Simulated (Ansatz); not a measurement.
System: fluoro(trimethyl)silane, C3H9FSi, net charge 0, singlet state. SMILES: C[Si](C)(C)F
Coordinates optimised at B3LYP-D3(BJ)/def2-TZVP (Ansatz, a first-principles code):
```
Si
F 1 1.6195
C 1 1.8648 2 107.28
H 3 1.0920 1 111.15 2 -60.14
H 3 1.0920 4 107.97 1 -122.15
H 3 1.0929 4 107.83 5 -116.27
C 1 1.8648 2 107.28 3 -120.00
H 7 1.0920 1 111.15 2 -60.14
H 7 1.0920 8 107.97 1 -122.15
H 7 1.0929 8 107.83 9 -116.27
C 1 1.8648 2 107.28 3 120.00
H 11 1.0920 1 111.15 2 -60.14
H 11 1.0920 12 107.97 1 -122.15
H 11 1.0929 12 107.83 13 -116.27
```

Quantity: atomisation energy (electronic, to ground-state atoms), in kcal/mol. Cores are frozen in the correlated levels unless marked. UHF or UKS for open shells. No spin-orbit coupling. No relativistic terms. The coupled-cluster limit lacks core correlation, which all-electron functionals hold. CBS(X,Y): correlation extrapolated as X^-3; Hartree-Fock from the larger set.

| level | program | atomisation energy (kcal/mol) | minus last row |
|---|---|---|---|
| PBE-D3(BJ)/def2-TZVPD | Ansatz + dftd3 | 1310.4 | 8.3 |
| BLYP-D3(BJ)/def2-TZVPD | Ansatz + dftd3 | 1288.6 | -13.5 |
| PBE0-D3(BJ)/def2-TZVPD | Ansatz + dftd3 | 1298.8 | -3.3 |
| PBE0-D4/def2-TZVP | Ansatz + dftd4 | 1298.4 | -3.7 |
| PBE0-D4/def2-TZVPD | Ansatz + dftd4 | 1298.4 | -3.7 |
| PBE0/def2-TZVPD | Ansatz | 1293.1 | -9.0 |
| CAM-B3LYP-D3(BJ)/def2-TZVPD | Ansatz + dftd3 | 1304.2 | 2.1 |
| wB97M-V/def2-TZVPD | Ansatz | 1301.3 | -0.8 |
| MP2/STO-3G | Ansatz | 1321.5 | 19.4 |
| MP2/6-31G | Ansatz | 1104.7 | -197.4 |
| MP2/cc-pV(T+d)Z | Ansatz | 1284.1 | -18.0 |
| SCS-MP2/STO-3G | Ansatz | 1331.0 | 28.9 |
| CCSD(T)/aug-cc-pV(D+d)Z | Ansatz | 1219.6 | -82.5 |
| CCSD(T)/cc-pwCVTZ | Ansatz | 1273.7 | -28.4 |
| CCSD(T)/CBS(cc-pV(T+d)Z,cc-pV(Q+d)Z) | Ansatz | 1302.1 | 0.0 |
